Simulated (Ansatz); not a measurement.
`F[SiH2]C[TeH]`, relaxed with RKS PBE0-D4/def2-TZVP in Ansatz 0.2.0 from a PBE-D4/def2-SVP geometry. The force threshold is 0.005 eV/Å; the program also tests the step.

Charge 0, multiplicity 1. Te: def2 effective core potential.

Start:

```xyz
9

F    -1.649    1.088    0.004
Si   -0.601    0.205   -0.903
C     0.950   -0.116    0.102
Te    0.485   -1.065    2.025
H    -1.263   -1.089   -1.272
H    -0.282    1.022   -2.126
H     1.547    0.799    0.284
H     1.593   -0.848   -0.431
H    -0.781    0.003    2.317
```

```tsv
step	energy (eV)	largest force (eV/Å)	largest move (Å)
1	-19002.9724	0.896	0.000
2	-19003.0209	0.552	0.064
3	-19003.0360	0.201	0.032
4	-19003.0391	0.045	0.026
5	-19003.0395	0.019	0.004
6	-19003.0397	0.009	0.013
7	-19003.0397	0.007	0.007
8	-19003.0397	0.001	0.002
```

End:

```xyz
9

F    -1.616    1.095   -0.040
Si   -0.593    0.208   -0.897
C     0.935   -0.106    0.107
Te    0.484   -1.062    1.982
H    -1.260   -1.069   -1.240
H    -0.278    0.988   -2.121
H     1.519    0.794    0.295
H     1.570   -0.822   -0.423
H    -0.760   -0.026    2.336
```

Hardware: 4 threads of an Arm Neoverse V2 on a shared host. Wall time 23 s, peak host memory 0.45 GiB.
